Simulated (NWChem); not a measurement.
Molecule: C$_{3}$H$_{5}$F; SMILES C/C=C\F

```xyz
9

C      0.5515     1.4840     0.0000
C     -0.6511     0.5911     0.0000
C     -0.6162    -0.7502     0.0000
F      0.5384    -1.4477     0.0000
H      1.4884     0.8955     0.0000
H      0.5601     2.1494     0.8897
H      0.5601     2.1494    -0.8897
H     -1.6548     1.0468     0.0000
H     -1.5029    -1.4055     0.0000
```
Atoms are numbered in this order, from 1.

Computed with NWChem. All runs use the structure optimised with PBE-D3(BJ)/def2-SVP. Level: M06-2X/def2-SVP with COSMO at NWChem's default radii, gas-phase geometry; the question gives the dielectric constant.

**Question.** Predict the results for dielectric constant 2.4. Quantities: electrostatic solvation energy (kcal/mol); dipole in solution (D).

**Answer.** 
* **electrostatic solvation energy (kcal/mol)**: -1.3
* **dipole in solution (D)**: 1.63
